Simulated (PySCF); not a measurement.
C$_{5}$H$_{9}$O$_{2}$, doublet, at a GFN2-xTB geometry; BLYP/6-31G in PySCF.

Input for PySCF:
```python
from pyscf import gto, scf, dft

mol = gto.M(
    atom='''
C    -3.161959    0.949521    0.172706
C    -1.787416    0.889393    0.694632
C    -0.834890    0.168776   -0.248525
O     0.467448    0.165518    0.338360
C     1.400171   -0.571275   -0.273676
C     2.721588   -0.479115    0.443705
O     1.192994   -1.215088   -1.267647
H    -3.926063    1.439156    0.742353
H    -3.417245    0.504316   -0.766996
H    -1.766426    0.385515    1.672186
H    -1.400607    1.901197    0.883733
H    -0.786383    0.673866   -1.219734
H    -1.152201   -0.865790   -0.419505
H     3.089451   -1.481588    0.646980
H     2.610692    0.079360    1.367290
H     3.440284    0.016732   -0.205061
''',
    basis='6-31g',
    charge=0,
    spin=1,
    verbose=4,
)

mf = dft.UKS(mol)
mf.xc = 'blyp'
mf.conv_tol_grad = 1e-7
mf.kernel()
```

Task: Predict the main parts of the log of this PySCF run.

Result: 
```
PySCF version 2.14.0

[INPUT] verbose = 4
[INPUT] num. atoms = 16
[INPUT] num. electrons = 55
[INPUT] charge = 0
[INPUT] spin (= nelec alpha-beta = 2S) = 1
[INPUT] symmetry False subgroup None
[INPUT] Mole.unit = angstrom
[INPUT] Symbol           X                Y                Z      unit          X                Y                Z       unit  Magmom
[...]
nuclear repulsion = 300.251046546303
number of shells = 53
number of NR pGTOs = 190
number of NR cGTOs = 81
basis = 6-31g
ecp = {}

******** <class 'pyscf.dft.uks.UKS'> ********
method = UKS
initial guess = minao
damping factor = 0
level_shift factor = 0
DIIS = <class 'pyscf.scf.diis.CDIIS'>
diis_start_cycle = 1
diis_space = 8
diis_damp = 0
SCF conv_tol = 1e-09
SCF conv_tol_grad = 1e-07
SCF max_cycles = 50
direct_scf = True
direct_scf_tol = 1e-13
number electrons alpha = 28  beta = 27
XC library pyscf.dft.libxc version 7.1.2
    S. Lehtola, C. Steigemann, M. J. T. Oliveira, and M. A. L. Marques,  SoftwareX 7, 1–5 (2018)
XC functionals = blyp
    A. D. Becke,  Phys. Rev. A 38, 3098 (1988)
    C. Lee, W. Yang, and R. G. Parr,  Phys. Rev. B 37, 785 (1988)
    B. Miehlich, A. Savin, H. Stoll, and H. Preuss,  Chem. Phys. Lett. 157, 200 (1989)
radial grids:
    Treutler-Ahlrichs [JCP 102, 346 (1995); DOI:10.1063/1.469408] (M4) radial grids

becke partition: Becke, JCP 88, 2547 (1988); DOI:10.1063/1.454033
pruning grids: <function nwchem_prune>
grids dens level: 3
symmetrized grids: False
atomic radii adjust function: <function treutler_atomic_radii_adjust>
small_rho_cutoff = 0
tot grids = 187032
init E= -346.789385633286

cycle= 1 E= -345.854646544308  delta_E= 0.935  |g|= 0.763  |ddm|= 2.69
cycle= 2 E= -344.840010625479  delta_E= 1.01  |g|=  1.7  |ddm|= 2.64
cycle= 3 E= -346.001032493101  delta_E= -1.16  |g|= 0.488  |ddm|= 2.24
cycle= 4 E= -346.098952328292  delta_E= -0.0979  |g|= 0.113  |ddm|= 0.522
cycle= 5 E= -346.102521609766  delta_E= -0.00357  |g|= 0.0563  |ddm|= 0.128
cycle= 6 E= -346.104032581225  delta_E= -0.00151  |g|= 0.0087  |ddm|= 0.0541
cycle= 7 E= -346.10406787973  delta_E= -3.53e-05  |g|= 0.00274  |ddm|= 0.0116
cycle= 8 E= -346.10407204905  delta_E= -4.17e-06  |g|= 0.000466  |ddm|= 0.00476
cycle= 9 E= -346.104072193383  delta_E= -1.44e-07  |g|= 0.000234  |ddm|= 0.000932
cycle= 10 E= -346.10407222279  delta_E= -2.94e-08  |g|= 7.48e-05  |ddm|= 0.000323
cycle= 11 E= -346.104072225934  delta_E= -3.14e-09  |g|= 2.52e-05  |ddm|= 0.000122
cycle= 12 E= -346.104072226303  delta_E= -3.7e-10  |g|= 5.23e-06  |ddm|= 4.21e-05
cycle= 13 E= -346.104072226319  delta_E= -1.56e-11  |g|= 1.78e-06  |ddm|= 7.02e-06
cycle= 14 E= -346.104072226319  delta_E= 3.41e-13  |g|= 1.1e-06  |ddm|= 2.63e-06
cycle= 15 E= -346.104072226318  delta_E= 2.27e-13  |g|= 3.4e-07  |ddm|= 1.13e-06
cycle= 16 E= -346.104072226319  delta_E= -3.41e-13  |g|= 1.32e-07  |ddm|= 5.18e-07
cycle= 17 E= -346.104072226318  delta_E= 7.96e-13  |g|= 7.19e-08  |ddm|= 2.23e-07
Extra cycle  E= -346.104072226318  delta_E= -4.55e-13  |g|= 1.51e-07  |ddm|= 2.13e-07
converged SCF energy = -346.104072226318  <S^2> = 0.7527595  2S+1 = 2.0027576
```
